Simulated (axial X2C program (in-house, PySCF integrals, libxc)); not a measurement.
## EuH: the levels of the configuration f6 s2

Computed with an axial X2C code built on PySCF integrals: two-component X2C with atomic mean-field Coulomb and Gaunt terms, basis Eu dyall-v3z, H dyall-v3z (cores contracted in-house). Orbitals come from Hartree–Fock averaged over the configuration Eu f6 s2; CI then distributes these electrons over the f, s shells of Eu.

R = 1.984 Å (near the minimum of the configuration average).

Lowest levels of this model:

```tsv
Ω	energy (cm⁻¹)	g∥	μ (D)	configuration
0	0	0.00	-1.67	100% f6 s2
1	192	3.95	-1.67	100% f6 s2
2	748	7.53	-1.68	100% f6 s2
0	1168	0.00	-1.65	100% f6 s2
1	1477	3.77	-1.65	100% f6 s2
3	1668	10.84	-1.68	100% f6 s2
0	1827	0.00	-1.65	100% f6 s2
2	2159	6.49	-1.65	100% f6 s2
1	2332	3.24	-1.66	100% f6 s2
0	2564	0.00	-1.64	100% f6 s2
3	3035	9.32	-1.67	100% f6 s2
4	3158	13.11	-1.65	100% f6 s2
2	3181	6.62	-1.66	100% f6 s2
0	3248	0.00	-1.65	100% f6 s2
1	3314	2.43	-1.65	100% f6 s2
2	4178	5.00	-1.66	100% f6 s2
0	4180	0.00	-1.65	100% f6 s2
3	4379	8.28	-1.65	100% f6 s2
4	4578	11.96	-1.65	100% f6 s2
5	4732	15.58	-1.64	100% f6 s2
0	4864	0.00	-1.67	100% f6 s2
3	5613	7.51	-1.64	100% f6 s2
4	5918	10.88	-1.64	100% f6 s2
5	6214	14.37	-1.64	100% f6 s2
6	6500	17.96	-1.64	100% f6 s2
```

g∥ is the magnitude of 2⟨Lz + ge Sz⟩ for the +Ω component. μ is positive if the H end is positive.

This point took 1.7 s on 1 thread of Arm Neoverse V2 (shared host).

There is no dynamic correlation: spin–orbit spacings and, for f shells, spacings inside one term are the most reliable numbers, splittings between terms come out too wide, and energies between configurations are not reliable, so the lowest level need not be the ground state of the molecule. At most 4 roots were kept for each Ω > 0 (twice that for Ω = 0) within 2.2 eV of the lowest, so higher up levels can be missing between those listed; levels with Ω > 0 are doubly degenerate and listed once, Ω = 0 levels singly.
